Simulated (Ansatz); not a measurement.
Ideal-gas functions of CH$_{4}$ClIOSi (`CO[SiH](Cl)I`) at 500 K and 1 bar, from an Ansatz frequency run at PBE0-D4/def2-TZVP.

Molar mass 222.48 g/mol, point group C1 (symmetry number 1), electronic degeneracy 1, moments of inertia 187.129, 592.712, 749.352 u Å². Harmonic wavenumbers (cm⁻¹, unscaled): 62, 86, 115, 130, 216, 296, 402, 551, 780, 790, 835, 1142, 1180, 1211, 1480, 1494, 1498, 2262, 3033, 3104, 3143.

Use S(trans) = R[1.5 ln M + 2.5 ln T − 1.1517]; rotational temperatures θ = 24.2544 K / I; S(rot) = R[ln(√π/σ · √(T³/θAθBθC)) + 1.5]; for each mode x = 1.438777 ν̃/T, S = R[x/(eˣ − 1) − ln(1 − e⁻ˣ)] and H = RT x/(eˣ − 1); 1 cm⁻¹ = 0.0119627 kJ/mol; R = 8.31446 J/(mol·K).

By hand: the entropy, in J/(mol·K).

Translation 187.0. Rotation: θ = 0.1296, 0.0409, 0.0324 K, giving 130.8. Vibration, mode by mode: 22.66, 19.95, 17.55, 16.54, 12.40, 9.90, 7.55, 5.30, 3.14, 3.07, 2.78, 1.38, 1.26, 1.18, 0.63, 0.61, 0.60, 0.09, 0.01, 0.01, 0.01, in all 126.6. Electronic 0.0. Sum 444.4 J/(mol·K).

By hand: H − E and G − E in kJ/mol, counted from the electronic energy.

Zero-point energy ½ × 23810 × 0.0119627 = 142.4; thermal vibration 29.4; translation, rotation and pV give 4 RT = 16.6. H − E = 188.4 kJ/mol, and G − E = 188.4 − 500 × 444.4/1000 = -33.8 kJ/mol.

Vibration gives 28 % of the entropy, 76.7 J/(mol·K) of it from the modes under 150 cm⁻¹: soft modes count most, and the harmonic formula is weakest for them. The sum counts one conformer and one mirror image; others add a mixing term.
